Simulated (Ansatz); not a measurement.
Rb₂F₃⁻ (the lowest singlet isomer of a short search) was relaxed with PBE0-D4 (def2-SVPD) in Ansatz in these states: charge -1 quintet, charge -1 singlet, charge -1 triplet. The geometries follow in no particular order.

In the def2 sets Rb takes a core potential; there is no spin–orbit coupling.

A:

```tsv
atom	x (Å)	y (Å)	z (Å)
Rb1	2.1465	-0.9603	-1.8093
Rb2	-0.7727	0.3485	0.6529
F3	1.2157	-1.2173	0.7185
F4	-0.0310	0.6468	-1.7498
F5	-2.5584	1.1822	2.1877
```

B:

```xyz
5

Rb    0.6502    2.5266    0.6398
Rb   -0.2591   -1.0261   -0.2669
F    -0.1896    1.5096   -1.4691
F     0.7040    0.4076    1.9399
F    -0.9054   -3.4178   -0.8436
```

C:

```xyz
5

Rb   -4.183    0.824    0.192
Rb    0.700   -0.473   -0.296
F    -1.897   -0.607    0.533
F    -1.544    1.077   -0.413
F     6.925   -0.821   -0.017
```

Question: Judge from the bond lengths which geometry belongs to which state (an estimate).

Answer: A is the charge -1 triplet (Rb2–F5 2.498 Å, Rb1–Rb2 4.037 Å, Rb2–F3 2.532 Å); B is the charge -1 singlet (Rb2–F5 2.544 Å, Rb1–Rb2 3.778 Å, Rb2–F3 2.807 Å); C is the charge -1 quintet (Rb2–F5 6.240 Å, Rb1–Rb2 5.077 Å, Rb2–F3 2.730 Å).

At PBE0-D4/def2-SVPD the highest occupied level of the charge -1 triplet lies above zero (up to 0.46 eV). The electron is either unbound and held by the finite basis, or the level is raised by self-interaction error. At PBE0-D4/def2-SVPD the highest occupied level of the charge -1 quintet lies above zero (up to 0.08 eV). In the quintet, F3 and F4 lie 1.96 Å apart (atoms count from 1), so these atoms are partly bonded to each other. The charge -1 quintet has come apart into loosely held pieces.
